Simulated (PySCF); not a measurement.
PySCF job for In(F)2(NCO) (CF2InNO), SMILES O=C=[N][In]([F])[F], TDA-PBE/def2-SVPD. Geometry: r2SCAN-D4/def2-SVP. The structure was generated by enumeration; whether it is a known compound was not checked. The def2 effective core potentials stand for the cores of In; spin–orbit coupling is left out. Other conformers were not sampled.

```python
import numpy as np
from pyscf import gto, scf, dft, tdscf

mol = gto.M(
    atom='''
    In    0.00665696   -0.53638479   -0.00000000
    F    -1.89527913   -0.93412120    0.00000000
    F     1.24497058   -2.02599635    0.00000000
    N     0.71839172    1.34850495    0.00000000
    C     0.24301473    2.46989565   -0.00000000
    O    -0.12003057    3.58312554    0.00000000
    ''',
    basis='def2-SVPD',
    ecp={'In': 'def2-svp'},
    charge=0,
    spin=0,
    symmetry=True,
    max_memory=1600,
    verbose=4,
)
mf = dft.RKS(mol, xc='pbe').density_fit(auxbasis='def2-universal-jkfit')
mf.grids.level = 3
mf.conv_tol = 1e-9
mf.max_cycle = 100
mf.kernel()
mf.grids = dft.Grids(mol).set(level=1).build(with_non0tab=True)  # coarser grid for the response kernel
td = tdscf.TDA(mf)
td.singlet = True
td.nstates = 10
td.conv_tol = 1e-4
td.positive_eig_threshold = 1e-6
td.kernel(x0=td.get_init_guess(mf, 15))
td.analyze()
tt = tdscf.TDA(mf)
tt.singlet = False
tt.nstates = 4
tt.conv_tol = 1e-4
tt.positive_eig_threshold = 1e-6
tt.kernel(x0=tt.get_init_guess(mf, 9))
tt.analyze(verbose=3)
```

It prints:

```
PySCF version 2.14.0

[INPUT] verbose = 4
[INPUT] num. atoms = 6
[INPUT] num. electrons = 60
[INPUT] charge = 0
[INPUT] spin (= nelec alpha-beta = 2S) = 0
[INPUT] symmetry True subgroup None
[INPUT] Mole.unit = angstrom
[INPUT] Symbol           X                Y                Z      unit          X                Y                Z       unit  Magmom
[INPUT]  1 In     0.006656960000  -0.536384790000   0.000000000000 AA    0.012579831222  -1.013620350482   0.000000000000 Bohr   0.0
[INPUT]  2 F     -1.895279130000  -0.934121200000   0.000000000000 AA   -3.581558485304  -1.765233235150   0.000000000000 Bohr   0.0
[INPUT]  3 F      1.244970580000  -2.025996350000   0.000000000000 AA    2.352653429341  -3.828578230868   0.000000000000 Bohr   0.0
[INPUT]  4 N      0.718391720000   1.348504950000   0.000000000000 AA    1.357563600955   2.548305033120   0.000000000000 Bohr   0.0
[INPUT]  5 C      0.243014730000   2.469895650000   0.000000000000 AA    0.459231283935   4.667426334755   0.000000000000 Bohr   0.0
[INPUT]  6 O     -0.120030570000   3.583125540000   0.000000000000 AA   -0.226824903875   6.771125940534   0.000000000000 Bohr   0.0

nuclear repulsion = 297.773187549743
point group symmetry = Cs
symmetry origin: [-1.07370805e-09  4.50957381e-09  0.00000000e+00]
symmetry axis x: [ 1.00000000e+00 -2.43111097e-10  0.00000000e+00]
symmetry axis y: [2.43111097e-10 1.00000000e+00 0.00000000e+00]
symmetry axis z: [0. 0. 1.]
num. orbitals of irrep A' = 98
num. orbitals of irrep A" = 43
number of shells = 55
number of NR pGTOs = 226
number of NR cGTOs = 141
basis = def2-SVPD
ecp = {'In': 'def2-svp'}


[settings echo left out]
init E= -536.66257429949
HOMO (A") = -0.61344181946866  LUMO (A') = -0.601764750295917  gap/eV = 0.31775
cycle= 1 E= -554.710989362469  delta_E=  -18  |g|= 2.94  |ddm|= 18.9
HOMO (A') = 0.0295026002872056  LUMO (A") = 0.0458540569091204  gap/eV = 0.44495
cycle= 2 E= -428.447045056113  delta_E=  126  |g|= 13.8  |ddm|=  424
HOMO (A') = -0.376889277173803  LUMO (A') = -0.148136197306037  gap/eV = 6.22469
cycle= 3 E= -556.285197455832  delta_E= -128  |g|= 2.19  |ddm|=  425
HOMO (A') = -0.22034100017101  LUMO (A') = -0.13306296520069  gap/eV = 2.37496
cycle= 4 E= -555.653113886995  delta_E= 0.632  |g|= 2.88  |ddm|= 3.56
HOMO (A") = -0.279017929950681  LUMO (A') = -0.120240036473604  gap/eV = 4.32057
cycle= 5 E= -557.30638650745  delta_E= -1.65  |g|= 0.475  |ddm|= 2.46
HOMO (A") = -0.297777260298141  LUMO (A') = -0.168867349970967  gap/eV = 3.50782
cycle= 6 E= -557.33535325254  delta_E= -0.029  |g|= 0.346  |ddm|= 0.885
HOMO (A") = -0.303184622003771  LUMO (A') = -0.166120151483074  gap/eV = 3.72971
cycle= 7 E= -557.357228753377  delta_E= -0.0219  |g|= 0.12  |ddm|= 0.353
HOMO (A") = -0.289151570675384  LUMO (A') = -0.159904847217025  gap/eV = 3.51698
cycle= 8 E= -557.359873483465  delta_E= -0.00264  |g|= 0.0349  |ddm|= 0.15
HOMO (A") = -0.291103014079436  LUMO (A') = -0.158570145812934  gap/eV = 3.60640
cycle= 9 E= -557.360134396061  delta_E= -0.000261  |g|= 0.0173  |ddm|= 0.0467
HOMO (A") = -0.292882167671408  LUMO (A') = -0.158333831323411  gap/eV = 3.66125
cycle= 10 E= -557.360186193371  delta_E= -5.18e-05  |g|= 0.00613  |ddm|= 0.0245
HOMO (A") = -0.29264251327347  LUMO (A') = -0.158495332099896  gap/eV = 3.65033
cycle= 11 E= -557.360193716672  delta_E= -7.52e-06  |g|= 0.00264  |ddm|= 0.00742
HOMO (A") = -0.29252447190499  LUMO (A') = -0.158487897283969  gap/eV = 3.64732
cycle= 12 E= -557.360195060995  delta_E= -1.34e-06  |g|= 0.000767  |ddm|= 0.00339
HOMO (A") = -0.29248991696666  LUMO (A') = -0.158521628414615  gap/eV = 3.64546
cycle= 13 E= -557.360195187794  delta_E= -1.27e-07  |g|= 5.12e-05  |ddm|= 0.000851
HOMO (A") = -0.292485696492947  LUMO (A') = -0.158523770771986  gap/eV = 3.64529
cycle= 14 E= -557.360195188041  delta_E= -2.47e-10  |g|= 3.94e-05  |ddm|= 0.00015
HOMO (A") = -0.292488496205261  LUMO (A') = -0.158521631879008  gap/eV = 3.64542
cycle= 15 E= -557.360195188418  delta_E= -3.77e-10  |g|= 8.7e-06  |ddm|= 7.09e-05
HOMO (A") = -0.292488548255863  LUMO (A') = -0.158522315254938  gap/eV = 3.64541
Extra cycle  E= -557.36019518837  delta_E= 4.82e-11  |g|= 1.72e-05  |ddm|= 2.77e-05
converged SCF energy = -557.36019518837
tot grids = 34168
Overwritten attributes  positive_eig_threshold  of <class 'pyscf.tdscf.rks.TDA'>


******** <class 'pyscf.tdscf.rks.TDA'> for <class 'pyscf.df.df_jk.DFSymAdaptedRKS'> ********
nstates = 10 singlet
deg_eia_thresh = 1.000e-03
wfnsym = None
conv_tol = 0.0001
eigh lindep = 1e-12
eigh level_shift = 0
eigh max_cycle = 100


Excitation energies (eV)
[3.77224384 4.15821023 5.19504269 5.19967992 5.23087339 5.47634419
 5.60508737 5.77297366 6.58023669 6.67166185]

** Singlet excitation energies and oscillator strengths **
Excited State   1:   A"      3.77224 eV    328.67 nm  f=0.0030
      30 -> 31        0.70624
Excited State   2:   A'      4.15821 eV    298.17 nm  f=0.0533
      29 -> 31        0.68099
      30 -> 32        0.15429
Excited State   3:   A'      5.19504 eV    238.66 nm  f=0.0124
      24 -> 31        0.12366
      27 -> 31        0.16788
      28 -> 31       -0.67224
Excited State   4:   A"      5.19968 eV    238.45 nm  f=0.0000
      26 -> 31       -0.70647
Excited State   5:   A'      5.23087 eV    237.02 nm  f=0.0147
      27 -> 31        0.67769
      28 -> 31        0.16575
Excited State   6:   A"      5.47634 eV    226.40 nm  f=0.0001
      25 -> 31        0.19103
      29 -> 32        0.68040
Excited State   7:   A"      5.60509 eV    221.20 nm  f=0.0344
      25 -> 31       -0.67853
      29 -> 32        0.19030
Excited State   8:   A'      5.77297 eV    214.77 nm  f=0.1584
      29 -> 31        0.12842
      29 -> 33        0.10899
      30 -> 32       -0.65885
Excited State   9:   A'      6.58024 eV    188.42 nm  f=0.0273
      24 -> 31        0.48564
      26 -> 32        0.50521
Excited State  10:   A"      6.67166 eV    185.84 nm  f=0.0000
      28 -> 32       -0.70698

** Transition electric dipole moments (AU) **
state          X           Y           Z        Dip. S.      Osc.
  1         0.0000      0.0000     -0.1805      0.0326      0.0030
  2        -0.2695     -0.6714     -0.0000      0.5234      0.0533
  3        -0.3075      0.0514      0.0000      0.0972      0.0124
  4        -0.0000      0.0000      0.0153      0.0002      0.0000
  5        -0.0458     -0.3357     -0.0000      0.1148      0.0147
  6        -0.0000     -0.0000      0.0293      0.0009      0.0001
  7        -0.0000      0.0000      0.5009      0.2509      0.0344
  8        -0.1555     -1.0467     -0.0000      1.1198      0.1584
  9         0.3249     -0.2523     -0.0000      0.1692      0.0273
 10        -0.0000     -0.0000      0.0023      0.0000      0.0000

WARN: ECP detected. Skipping calculation of transition velocity and magnetic dipole moments, which have not yet been implemented.



******** <class 'pyscf.tdscf.rks.TDA'> for <class 'pyscf.df.df_jk.DFSymAdaptedRKS'> ********
nstates = 4 triplet
deg_eia_thresh = 1.000e-03
wfnsym = None
conv_tol = 0.0001
eigh lindep = 1e-12
eigh level_shift = 0
eigh max_cycle = 100


Excitation energies (eV)
[3.50679232 3.6163757  4.76576993 4.85461792]

** Triplet excitation energies and oscillator strengths **
Excited State   1:   A"      3.50679 eV    353.55 nm  f=0.0000
Excited State   2:   A'      3.61638 eV    342.84 nm  f=0.0000
Excited State   3:   A'      4.76577 eV    260.16 nm  f=0.0000
Excited State   4:   A'      4.85462 eV    255.39 nm  f=0.0000
```

The calculation finished and met its thresholds.
